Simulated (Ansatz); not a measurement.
Basis-set extrapolation for `NC[SiH](N)N` (PBE0-D4/def2-TZVP geometry, frozen core, the Gaussian-basis code of Ansatz). Multiplicity 1, RHF reference.

```tsv
	def2-TZVPP	def2-QZVPP
HF	-495.550550	-495.570518
MP2 correlation	-0.947315	-1.014793
CCSD(T) correlation	-1.029968	not run
```

Energies in hartree. Use E(X) = E(∞) + A·exp(−7.88·√X) for Hartree–Fock and E(X) = E(∞) + B·X^(−2.97) for correlation, with X = 3 and 4, and add CCSD(T) minus MP2 of the smaller set to the MP2 limit.

What is the CCSD(T) energy at the basis-set limit?

HF limit: -495.570518 + (-0.019968) × 0.13774 = -495.57327. MP2 limit: -1.014793 + (-0.067478) × 0.74074 = -1.06478. Higher-order term: -1.029968 − (-0.947315) = -0.08265. Total: -496.72070 hartree, 88.0 kcal/mol below CCSD(T)/def2-TZVPP.
